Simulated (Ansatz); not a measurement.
Isolated molecules relaxed with PBE0-D4/def2-TZVP in Ansatz; ΔE leaves out vibrations. CCSD(T)/CBS adds triple-zeta CCSD(T) − MP2 to the extrapolated MP2 energy (def2 sets, frozen cores). This one scheme is used for every species. DFT in def2-TZVPP. Each species was taken in one conformer, which may not be the lowest.

Reaction (formal exchange of groups at a B–C bond): `CBC(C)=O` + BH₃ → `BBC(C)=O` + CH₄

```
          level  ΔE (eV)
         PBE-D4    -0.23
           PBE0    -0.15
CCSD/def2-TZVPP    -0.01
  MP2/CBS(def2)     0.02
```

Task: What does CCSD(T)/CBS give? (An estimate is asked.)

Result: Computed: -0.04 eV. The listed levels differ from it by -0.19, -0.11, 0.03, 0.06 eV.

Largest T1 diagnostic among the species: 0.019.

From PBE to PBE0 (25 % exact exchange), in def2-TZVPP and without D4, ΔE moves by +0.09 eV.
